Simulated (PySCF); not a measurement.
Zr(Cl)2(SH)2 (Cl₂H₂S₂Zr), SMILES [SH][Zr]([SH])([Cl])[Cl], multiplicity 1.

Geometry optimised at r2SCAN-D4/def2-SVP. The multiplicity is an assumed one; other spin states were not compared. The def2 effective core potentials stand for the cores of Zr; spin–orbit coupling is left out. The values are those of a single conformer.

Two levels are set side by side: TDA-PBE/def2-SVPD (PySCF) and TDA-B3LYP/def2-SVPD (PySCF). Vertical, same geometry. The lowest singlet is HOMO→LUMO 81 %, HOMO→LUMO+1 17 % with PBE and HOMO→LUMO 71 %, HOMO→LUMO+1 27 % with the other functional; states are paired by order. Differences are taken from unrounded values.

```csv
quantity,TDA-B3LYP
lowest singlet excitation (eV),3.91
lowest triplet excitation (TDA) (eV),3.72
```

Q: What does TDA-PBE give, and how far is it from TDA-B3LYP? (The exact figures need the calculation; the answer reports its results.)

A: 
```tsv
quantity	TDA-PBE	TDA-PBE minus TDA-B3LYP
lowest singlet excitation (eV)	3.55	-0.36
lowest triplet excitation (TDA) (eV)	3.35	-0.37
```

A lower first singlet is the usual sign of a functional without exact exchange. Differences between two approximate levels are no errors against the true value.

Rough cost on one machine, each run with all the roots and properties that it gave: TDA-B3LYP against TDA-PBE about 3 times.
